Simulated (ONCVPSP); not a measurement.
Cd, ONCV: configuration errors across variants

ONCVPSP 4.0.1 input, shortened (lines: element, Z, core and valence counts, functional; n l f; lmax; l rc ep ncon nbas qcut; lloc lpopt rc5 dvloc0; l nproj debl; icmod fcfact rcfact), PBE, fully relativistic:

```
  Cd 48.00    6    4        4      upf
    1    0    2.00
    2    0    2.00
    2    1    6.00
    3    0    2.00
    3    1    6.00
    3    2   10.00
    4    0    2.00
    4    1    6.00
    4    2   10.00
    5    0    2.00
    3
    0    1.65    0.00    3    7    7.10
    1    1.30    0.00    4    8   10.90
    2    1.35    0.00    4    9   13.70
    3    1.30    0.34    4    8    7.80
    3    5    1.30    0.00
    0    2    1.90
    1    2    3.20
    2    2    1.10
    3    0    1.60
    1    0.25    0.00
```

Open shells are filled in proportion to 2j + 1.

All-electron excitation energies from the reference (eV): (1) 4s2 4p6 4d10 5s1 9.274; (2) 4s2 4p6 4d10 5s0 26.401; (3) 4s2 4p6 4d9 5s0 64.408; (4) 4s2 4p6 4d10 5s0 5p2 9.656.

4 further variants failed, have other tests or too few solved ones, and are left out.

A true bound ghost makes a file unfit for plane-wave use even where its test errors are small: the radial tests pick states by their node count and pass the ghost by.

Errors AE − PS in meV (a dash: test not solved or not reliable):

```csv
change,(1),(2),(3),(4),bound ghosts,GHOST(+) flags above zero
base,-0.7,-5.9,-4.9,-5.9,none,"s, p3/2, p1/2"
p: rc 1.4,-0.7,-5.9,-4.5,-5.4,none,"s, p3/2"
p: rc 1.52,-0.7,-5.8,-4.1,-4.9,none,"s, p3/2, p1/2"
p: rc 1.62,-0.6,-5.7,-3.8,-4.6,p1/2,s
p: rc 1.86,-0.7,-5.8,-4.1,-4.6,"p3/2, p1/2",s
```

Q: Give the same row for: p: rc 1.74.

A: -0.7, -5.7, -3.8, -4.5; bound ghosts: p3/2, p1/2; GHOST(+) flags above zero: s.
